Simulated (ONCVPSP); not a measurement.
**Ni (Z = 28), ONCV: configuration errors across variants**

ONCVPSP 4.0.1 input, shortened (lines: element, Z, core and valence counts, functional; n l f; lmax; l rc ep ncon nbas qcut; lloc lpopt rc5 dvloc0; l nproj debl; icmod fcfact rcfact), PBE, scalar-relativistic:

```
  Ni 28.00    3    5        4      upf
    1    0    2.00
    2    0    2.00
    2    1    6.00
    3    0    2.00
    3    1    6.00
    3    2    8.00
    4    0    1.00
    4    1    1.00
    3
    0    1.40    0.00    4    8   10.20
    1    1.60    0.00    3    7    7.90
    2    0.95    0.00    4    8   17.60
    3    1.30    0.05    4    8    8.60
    4    3    0.70    2.00
    0    2    1.70
    1    2    3.10
    2    3    3.30
    3    2    2.50
    0    0.00    0.00
```

All-electron excitation energies from the reference (eV): (1) 3s2 3p6 3d8 4s2 4p0 -4.596; (2) 3s2 3p6 3d8 4s1 4p0 4.727; (3) 3s2 3p6 3d8 4s0 4p0 22.078; (4) 3s2 3p6 3d9 4s1 4p0 -6.193.

2 further variants failed, have other tests or another functional or relativity, and are left out.

Errors AE − PS in meV (a dash: test not solved or not reliable):

| change | (1) | (2) | (3) | (4) | bound ghosts | GHOST(+) flags above zero |
| --- | --- | --- | --- | --- | --- | --- |
| base | +0.6 | -0.5 | -1.8 | -1.9 | none | none |
| d: debl 2.6 | +0.6 | -0.5 | -1.8 | -2.1 | none | none |
| d: qcut 19.6 | +0.6 | -0.5 | -1.9 | -1.6 | none | none |
| d: nproj 0; local potential the d channel | +0.6 | -0.5 | -1.8 | -6.2 | none | s, p |
| s: qcut 7.7; p: qcut 6; d: qcut 13.4; f: qcut 6.5 | +0.1 | -0.8 | -4.9 | -5.3 | none | p |

Problem. Give the same row for: local potential polynomial inside 0.70 bohr (lpopt 3, dvloc0 6.5 Ha).

Solution. +0.6, -0.5, -1.8, -2.1; bound ghosts: none; GHOST(+) flags above zero: p.
